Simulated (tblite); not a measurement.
Compound: C2H9NSeSi.
Bonds: N1–Si2, Si2–C3, C3–C4, C4–Se5. Hydrogens: H6, H7 on N1; H8, H9 on Si2; H10, H11 on C3; H12, H13 on C4; H14 on Se5.

Computed with GFN2-xTB (tblite), gas phase: L-BFGS steps from a force-field or distance-geometry start until the largest atomic force falls under 0.01 eV/Å.

At the end of the run (lengths in Å): Se5–H14 1.448, N1–Si2 1.722, N1–H6 1.007, N1–H7 1.008, C4–Se5 1.988, C4–H12 1.091, C3–C4 1.508, N1–Si2–C3 105.3°, C3–C4–Se5 113.4°, Si2–C3–C4 111.5°, N1–Si2–C3–C4 -62°, Si2–C3–C4–Se5 -179°, H8–Si2–N1–H6 -68°, H6–N1–Si2–C3 173°.

Problem. These geometries were met on the way; a selection of coordinates is given. Order them by energy above the end point, lowest first.
A. Se5–H14 1.536, N1–Si2 1.775, N1–H6 1.058, N1–H7 1.046, C4–Se5 1.951, C4–H12 1.118, C3–C4 1.528, N1–Si2–C3 109.7°, C3–C4–Se5 109.3°, Si2–C3–C4 110.1°, N1–Si2–C3–C4 -61°, Si2–C3–C4–Se5 -179°, H8–Si2–N1–H6 -57°, H6–N1–Si2–C3 -176°
B. Se5–H14 1.442, N1–Si2 1.724, N1–H6 1.004, N1–H7 1.006, C4–Se5 1.988, C4–H12 1.088, C3–C4 1.503, N1–Si2–C3 109.8°, C3–C4–Se5 110.1°, Si2–C3–C4 110.5°, N1–Si2–C3–C4 -63°, Si2–C3–C4–Se5 179°, H8–Si2–N1–H6 -61°, H6–N1–Si2–C3 -179°
C. Se5–H14 1.506, N1–Si2 1.762, N1–H6 1.021, N1–H7 1.023, C4–Se5 1.965, C4–H12 1.099, C3–C4 1.519, N1–Si2–C3 110.1°, C3–C4–Se5 109.2°, Si2–C3–C4 109.9°, N1–Si2–C3–C4 -62°, Si2–C3–C4–Se5 180°, H8–Si2–N1–H6 -59°, H6–N1–Si2–C3 -177°
D. Se5–H14 1.443, N1–Si2 1.732, N1–H6 1.016, N1–H7 1.016, C4–Se5 1.985, C4–H12 1.091, C3–C4 1.506, N1–Si2–C3 107.5°, C3–C4–Se5 112.5°, Si2–C3–C4 112.9°, N1–Si2–C3–C4 -63°, Si2–C3–C4–Se5 -179°, H8–Si2–N1–H6 -66°, H6–N1–Si2–C3 177°
E. Se5–H14 1.454, N1–Si2 1.729, N1–H6 1.008, N1–H7 1.010, C4–Se5 1.982, C4–H12 1.089, C3–C4 1.510, N1–Si2–C3 107.3°, C3–C4–Se5 112.8°, Si2–C3–C4 113.2°, N1–Si2–C3–C4 -64°, Si2–C3–C4–Se5 -179°, H8–Si2–N1–H6 -68°, H6–N1–Si2–C3 174°

Solution. E (0.030 eV), D (0.053 eV), B (0.109 eV), C (0.207 eV), A (0.341 eV).

```json
{"step": "8", "E above end (eV)": "0.030", "rms distance from the end, all atoms (Å)": "0.069", "largest force (eV/Å)": "0.193", "rms shift of all bonds from the end (Å)": "0.004"}
{"step": "6", "E above end (eV)": "0.053", "rms distance from the end, all atoms (Å)": "0.083", "largest force (eV/Å)": "0.394", "rms shift of all bonds from the end (Å)": "0.008"}
{"step": "3", "E above end (eV)": "0.109", "rms distance from the end, all atoms (Å)": "0.107", "largest force (eV/Å)": "0.531", "rms shift of all bonds from the end (Å)": "0.004"}
{"step": "1", "E above end (eV)": "0.207", "rms distance from the end, all atoms (Å)": "0.119", "largest force (eV/Å)": "1.011", "rms shift of all bonds from the end (Å)": "0.022"}
{"step": "0", "E above end (eV)": "0.341", "rms distance from the end, all atoms (Å)": "0.125", "largest force (eV/Å)": "1.796", "rms shift of all bonds from the end (Å)": "0.037"}
```

Rows stand in the order of the answer.
